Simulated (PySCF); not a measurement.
# Bond lengths and vibrations by method: B2FH2O cation

All numbers below are calculated, not measured. The program is PySCF 2.14.0, an open-source quantum chemistry code, run on an isolated molecule that a program drew, which may never have been made. The molecule is B2FH2O cation (charge +1, singlet), drawn as the SMILES string `O[B+]BF`.

The geometry was optimised and harmonic frequencies were computed with HF and MP2, all in the cc-pVDZ basis, for the commonest isotopes, with a restricted reference for singlets and an unrestricted one otherwise, and a frozen core in MP2. Each result is a local minimum of its method.

Geometry at the HF minimum:
```xyz
6
B2FH2O cation, angstrom
O    -2.3758   -0.9173    0.6385
B    -2.1880    0.0283   -0.1205
B    -1.7824    1.3958   -1.1675
F    -2.7635    1.8114   -1.9010
H    -2.9743   -1.5740    0.9882
H    -0.6894    1.8482   -1.1533
```

Lengths of the bonds as drawn, in Å (atoms numbered as above):
```
bond,HF,MP2
O1-B2,1.227,1.239
B2-B3,1.769,1.766
B3-F4,1.294,1.310
O1-H5,0.955,0.973
B3-H6,1.183,1.193
```

Rotational constants, in GHz:
```
constant,HF,MP2
A,46.31,46.94
B,3.457,3.391
C,3.217,3.162
```

Harmonic frequencies in cm^-1, each column in rising order, so a row needn't be the same motion in every method:
```
rank,HF,MP2
1,170,164
2,180,174
3,312,198
4,329,285
5,483,?
6,690,675
7,893,857
8,1131,1085
9,1412,1366
10,1904,1844
11,2876,2796
12,4030,3800
```

**Estimate the missing MP2 frequency from the HF column.**

A single factor s that minimises the squared misfit of MP2 against s times HF over the other rows is sum(HF x MP2) / sum(HF^2) = 0.9550, with an rms misfit of 39 cm^-1. For rank 5 it gives 0.9550 x 483 = 461 cm^-1. The calculation gives 451 cm^-1, 10 cm^-1 below the estimate. The drawn bonds are on average 1.0 % longer in MP2 than in HF.
